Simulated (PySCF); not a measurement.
Spinor energies of Sb⁴²⁺ (antimony, charge +42)

Start: [He] 2s2 2p5; 2p1/2 filled at m_j = -1/2, +1/2; 2p3/2 filled at m_j = -1/2, +1/2, +3/2. Calculated with PySCF 2.14 in an even-tempered Gaussian basis (17 s from 21 bohr⁻², ratio 2.4; 12 p from 27 bohr⁻², ratio 2.4; 5 d from 100 bohr⁻², ratio 2.6; 4 f from 150 bohr⁻², ratio 2.6): generalised Hartree-Fock with the X2C-1e Hamiltonian and a Gaussian nucleus; one run each with spin-orbit coupling (SO) switched off, then screened by Boettger's factors.

```
spinor shell  electrons  ε, spin-free (eV)  ε, screened SO (eV)  weight of nominal j (screened SO)  rms radius, screened SO (bohr)
       1s1/2          2           -33638.2             -33632.0                              1.000                          0.0325
       2s1/2          2            -7462.1              -7460.3                              1.000                           0.129
       2p1/2          2            -7027.8              -7209.8                              0.999                           0.111
       2p3/2          3            -7027.8              -6943.8                              0.999                           0.115
```

| quantity | spin-free | screened SO |
| --- | --- | --- |
| E (hartree) | -4668.45700 | -4672.86725 |
| M_J | 3/2 | 3/2 |
| ⟨J²⟩ | 3.750 | 3.750 |
| ⟨L²⟩ | 2.000 | 2.005 |
| ⟨S²⟩ | 0.750 | 0.755 |

Each row is a mean over spinors that exchange with the open shell spreads, by up to 41.421 eV (2s1/2).

Breit and QED terms are absent; they matter most for the inner s and p1/2 levels.

Densities and radii are taken from the X2C orbitals without a picture-change correction, which distorts them close to the nucleus.

Without spin-orbit coupling the j labels of p, d and f shells carry no meaning; the spin-free column gives the mean over the occupied spinors of each nl shell.
